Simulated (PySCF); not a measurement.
From one molecule to another.

First species: C6H2FNOS.
Cartesian coordinates in Å at the GFN2-xTB level; atoms count from 1:
```
atom  x, y, z in Å
N1    -3.013    2.155   -0.245
C2    -2.196    1.357   -0.158
C3    -1.184    0.381   -0.052
C4    -1.433   -0.968    0.075
S5    -0.011   -1.895    0.181
C6     0.962   -0.461    0.053
C7     2.402   -0.575    0.080
O8     3.078   -1.543    0.182
F9     2.990    0.655   -0.032
C10    0.197    0.673   -0.065
H11   -2.395   -1.442    0.110
H12    0.605    1.664   -0.156
```

Second species: C₆H₅ClO₂.
SMILES: `Cc1coc(C(=O)Cl)c1`

Levels: CAM-B3LYP/def2-SVPD for dipole moment, HOMO energy, LUMO energy, HOMO–LUMO gap, static isotropic polarisability and electronic spatial extent ⟨r²⟩ about the centre of nuclear charge; TDDFT CAM-B3LYP/def2-SVPD for lowest singlet excitation; TDA CAM-B3LYP/def2-SVPD for lowest triplet excitation (Tamm–Dancoff); GFN2-xTB for rotational constant A and rotational constant C. Geometries: GFN2-xTB. Each structure is a single optimised conformer of the isolated species, non-relativistic unless stated; the electronic structure was computed with PySCF and density fitting.

The conformers computed, where there is a choice (atom-mapped SMILES and torsion angles):
- `[N:1]#[C:2][c:3]1[cH:4][s:5][c:6]([C:7](=[O:8])[F:9])[cH:10]1`: S5–C6–C7–O8 0°
- `[CH3:1][c:2]1[cH:3][o:4][c:5]([C:6](=[O:7])[Cl:8])[cH:9]1`: O4–C5–C6–O7 179°

| property | column X | column Y |
| --- | --- | --- |
| dipole moment | 4.97 D | 2.32 D |
| HOMO energy | -8.65 eV | -9.55 eV |
| LUMO energy | -1.11 eV | -1.87 eV |
| HOMO–LUMO gap | 7.54 eV | 7.68 eV |
| lowest singlet excitation | 4.71 eV | 4.91 eV |
| lowest triplet excitation (Tamm–Dancoff) | 3.12 eV | 3.30 eV |
| static isotropic polarisability | 93.2 au | 95.1 au |
| electronic spatial extent ⟨r²⟩ about the centre of nuclear charge | 1588 bohr² | 1759 bohr² |
| rotational constant A | 3.735 GHz | 2.408 GHz |
| rotational constant C | 0.670 GHz | 0.566 GHz |

(1) Which column belongs to which species?

(2) How does each property change from the first species to the second?

## Answers

(1) Column X is the second species and column Y the first. The first has 12 atoms and 78 electrons, the second 14 and 74.

(2) dipole moment +2.65 D; HOMO energy +0.90 eV; LUMO energy +0.76 eV; HOMO–LUMO gap -0.14 eV; lowest singlet excitation -0.20 eV; lowest triplet excitation (Tamm–Dancoff) -0.18 eV; static isotropic polarisability -1.9 au; electronic spatial extent ⟨r²⟩ about the centre of nuclear charge -171 bohr²; rotational constant A +1.327 GHz; rotational constant C +0.104 GHz.

On the first: The principal polarisabilities are 53.9, 92.6 and 138.9 au; their mean is the isotropic value. The vertical singlet–triplet gap S1 − T1 is 1.61 eV (TDDFT singlet less Tamm–Dancoff triplet; S1: HOMO→LUMO, weight 0.91; T1: HOMO→LUMO, weight 0.64).

On the second: The principal polarisabilities are 56.7, 92.3 and 130.5 au; their mean is the isotropic value. The vertical singlet–triplet gap S1 − T1 is 1.59 eV (TDDFT singlet less Tamm–Dancoff triplet).
